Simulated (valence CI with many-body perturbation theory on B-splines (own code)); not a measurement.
# Ag XLII: what each term of the Hamiltonian does

Calculated by valence CI with perturbative core correlation (CI+MBPT): four valence electrons over a frozen Dirac-Fock core [He], a basis of 11 s, 11 p, 9 d, 7 f, 5 g, 2 h, 1 i functions for each j, with the one-electron correlation potential Σ1 (screened to all orders), the two-electron term Σ2, the three-electron term Σ3, Breit, model QED; selected single and double excitations, second order for the rest (own B-spline code, finite nucleus).

No measured spectrum was set against this ion. As an estimate, large intervals hold to a few tenths of a per cent, small ones and those within an open d or f shell to about a per cent. Among the levels kept, up to 290 cm⁻¹ of a level comes from second order outside the variational space, and about a tenth of that is noise between levels of different J, which matters for small intervals.

Each rung adds one term. CI alone is the Dirac-Coulomb CI over the frozen core; QED comes last and gives the full result, which names the levels. Energies are above (2s^2 2p1/2^2) J=0 on the same rung, in eV.

Levels are named by their leading jj configuration (3d3/2^4 stands for four electrons in 3d with j = 3/2), which in mixed levels can hold well under half, so a name can repeat and another be missing. Letters in brackets count levels of one name in rising energy.

```tsv
Level	CI alone
(2s^2 2p1/2 2p3/2) J=1	178.6
(2s^2 2p1/2 2p3/2) J=2	194.4
(2s 2p1/2^2 2p3/2) J=2	331.2
(2s^2 2p3/2^2) J=2	382.1
(2s 2p1/2^2 2p3/2) J=1	383.6
(2s^2 2p3/2^2) J=0	413.7
(2s 2p1/2 2p3/2^2) J=2 [a]	499.9
(2s 2p1/2 2p3/2^2) J=3	532.4
(2s 2p1/2 2p3/2^2) J=0	558.3
(2s 2p1/2 2p3/2^2) J=1 [a]	571.4
(2s 2p1/2 2p3/2^2) J=2 [b]	583.3
(2s 2p1/2 2p3/2^2) J=1 [b]	585.9
(2s 2p3/2^3) J=2	741.7
(2p1/2^2 2p3/2^2) J=2	749.3
(2p1/2^2 2p3/2^2) J=0	784.1
(2s 2p3/2^3) J=1	789.3
```

Problem. What do these energies become with core correlation, Breit and QED?

Solution. (2s^2 2p1/2 2p3/2) J=1 175.4 (-3.19); (2s^2 2p1/2 2p3/2) J=2 189.3 (-5.18); (2s 2p1/2^2 2p3/2) J=2 326.2 (-4.96); (2s^2 2p3/2^2) J=2 374.7 (-7.38); (2s 2p1/2^2 2p3/2) J=1 379.3 (-4.30); (2s^2 2p3/2^2) J=0 408.4 (-5.30); (2s 2p1/2 2p3/2^2) J=2 [a] 492.8 (-7.19); (2s 2p1/2 2p3/2^2) J=3 522.1 (-10.24); (2s 2p1/2 2p3/2^2) J=0 552.5 (-5.88); (2s 2p1/2 2p3/2^2) J=1 [a] 564.1 (-7.31); (2s 2p1/2 2p3/2^2) J=2 [b] 574.1 (-9.26); (2s 2p1/2 2p3/2^2) J=1 [b] 578.8 (-7.12); (2s 2p3/2^3) J=2 731.1 (-10.56); (2p1/2^2 2p3/2^2) J=2 740.5 (-8.78); (2p1/2^2 2p3/2^2) J=0 777.5 (-6.61); (2s 2p3/2^3) J=1 778.9 (-10.39).

Problem. How does the ionisation energy move along the ladder, and which term matters most?

Solution. CI alone 6570.8, + Σ1 6571.1, + Σ2 6571.1, + Σ3 6571.0, + Breit 6562.7, + QED 6562.9 eV. The largest step is Breit, -8.4 eV. NIST lists 6551 ± 7 eV (semi-empirical).
